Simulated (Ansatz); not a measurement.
One change: `[CH3][In]([NH2])[OH]` becomes `[CH3][In]([CH3])[OH]`.

Ansatz, PBE0-D4/def2-TZVP geometries, multiplicity 1. Each molecule was computed in one conformer, which needn't be the lowest.

Elements past krypton have def2 core potentials.

| property | `[CH3][In]([NH2])[OH]` |
| --- | --- |
| HOMO–LUMO gap (PBE0/def2-TZVPP) / eV | 6.38 |
| HOMO–LUMO gap (ωB97M-V/def2-TZVPP) / eV | 10.28 |
| size of the dipole moment (PBE/def2-TZVPP) / D | 2.11 |
| HOMO–LUMO gap (B3LYP/def2-TZVPP) / eV | 5.81 |
| LUMO energy (PBE/def2-TZVPP) / eV | -1.46 |
| HOMO energy (ωB97M-V/def2-TZVPP) / eV | -9.39 |

(1) What does the change do to each property? (Estimate.)

## Answers

(1) Ansatz gave: 
```
                                      property  `[CH3][In]([CH3])[OH]`  shift
          HOMO–LUMO gap (PBE0/def2-TZVPP) / eV                    6.75   0.37
       HOMO–LUMO gap (ωB97M-V/def2-TZVPP) / eV                   10.25  -0.03
size of the dipole moment (PBE/def2-TZVPP) / D                    2.21   0.10
         HOMO–LUMO gap (B3LYP/def2-TZVPP) / eV                    6.23   0.42
             LUMO energy (PBE/def2-TZVPP) / eV                   -1.40   0.06
         HOMO energy (ωB97M-V/def2-TZVPP) / eV                   -9.62  -0.23
```

With PBE0 the HOMO falls by 0.43 eV and the LUMO falls by 0.07 eV, so the gap widens by about 0.36 eV. PBE moves the HOMO by -0.58 eV and ωB97M-V by -0.23 eV. Dipoles are sizes alone; their direction can turn.

B3LYP here is the variant with VWN-RPA as its local correlation; programs differ in this.
